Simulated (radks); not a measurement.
Q: Species: Cs+. Configuration: [Kr] 4d8 5s2 5p6 4f2 (not the ground configuration). Method: scalar-relativistic Kohn-Sham, PBEsol, spin-polarised, spherical densities, point nucleus; open shells are filled with parallel spins first (spin-orbit coupling, left out, can overturn this in heavy ions); computed with a radial shooting solver on a logarithmic mesh with Libxc functionals. Some entries of the table are withheld. Estimate them.

| orbital | occ. | eigenvalue (eV) | <1/r> (bohr^-1) |
|---|---|---|---|
| 1s up | 1 | -35806.37 | 59.38 |
| 1s down | 1 | -35806.35 | 59.38 |
| 2s up | 1 | -5637.067 | 13.64 |
| 2s down | 1 | -5636.254 | 13.64 |
| 2p up | 3 | -5059.926 | 13.00 |
| 2p down | 3 | -5059.286 | 13.00 |
| 3s up | 1 | -1187.185 | 4.918 |
| 3s down | 1 | -1186.460 | 4.919 |
| 3p up | 3 | -1001.540 | 4.670 |
| 3p down | 3 | -1000.766 | 4.671 |
| 3d up | 5 | -729.3435 | 4.428 |
| 3d down | 5 | -728.4019 | 4.429 |
| 4s up | 1 | -237.8882 | 2.032 |
| 4s down | 1 | -234.5754 | 2.033 |
| 4p up | 3 | -178.0195 | 1.874 |
| 4p down | 3 | -174.7003 | 1.874 |
| 4d up | 5 | -90.6228 | 1.616 |
| 4d down | 3 | -87.3833 | 1.613 |
| 5s up | 1 | -36.0264 | 0.7904 |
| 5s down | 1 | -34.6835 | 0.7791 |
| 5p up | 3 | -21.6746 | (1) |
| 5p down | 3 | -20.6704 | (2) |
| 4f up | 2 | -2.7338 | (3) |

A: 
(1) 5p up <1/r> (bohr^-1): 0.6645
(2) 5p down <1/r> (bohr^-1): 0.6537
(3) 4f up <1/r> (bohr^-1): 0.8839
